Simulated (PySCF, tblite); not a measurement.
Isomers of C6H7S (doublet state). Computed with GFN2-xTB (tblite): harmonic, unscaled wavenumbers at the GFN2-xTB geometry, gas phase. Against measured fundamentals such values can be off by several per cent, at times by over 20. One conformer each. Open shells enter through the occupations alone, without spin polarisation, and single modes of such species can be off by tens of per cent.

Electronic energies: B3LYP/pcH-1 single points on the GFN2-xTB geometries (PySCF, gas phase).

```
         SMILES  electronic energy, lowest = 0 (kcal/mol)
   C[CH]c1cccs1                                       1.0
    C=[C]SCC#CC                                      69.7
[CH2]c1ccc(C)s1                                       0.0
```

Q: How do GFN2-xTB zero-point energies change the relative energies?

A: 
```json
{"SMILES": "[CH2]c1ccc(C)s1", "ZPE (kcal/mol)": "66.8", "of it from modes above 1550 cm⁻¹": "30.8", "electronic (kcal/mol)": "0.0", "with ZPE, lowest = 0 (kcal/mol)": "0.0", "lowest mode (cm⁻¹)": "52", "rings": "1"}
{"SMILES": "C[CH]c1cccs1", "ZPE (kcal/mol)": "67.1", "of it from modes above 1550 cm⁻¹": "30.8", "electronic (kcal/mol)": "1.0", "with ZPE, lowest = 0 (kcal/mol)": "1.3", "lowest mode (cm⁻¹)": "65", "rings": "1"}
{"SMILES": "C=[C]SCC#CC", "ZPE (kcal/mol)": "64.2", "of it from modes above 1550 cm⁻¹": "35.8", "electronic (kcal/mol)": "69.7", "with ZPE, lowest = 0 (kcal/mol)": "67.1", "lowest mode (cm⁻¹)": "10", "rings": "0"}
```

The zero-point energies span 2.9 kcal/mol, from `C=[C]SCC#CC` to `C[CH]c1cccs1`. The order is unchanged.

Q: And how do the electronic energies of GFN2-xTB itself compare?

A: `[CH2]c1ccc(C)s1` 0.0; `C[CH]c1cccs1` 0.3; `C=[C]SCC#CC` 73.5 kcal/mol, lowest = 0. Against the energies above, taken from the same isomer `[CH2]c1ccc(C)s1`, the largest difference is 3.8 kcal/mol.
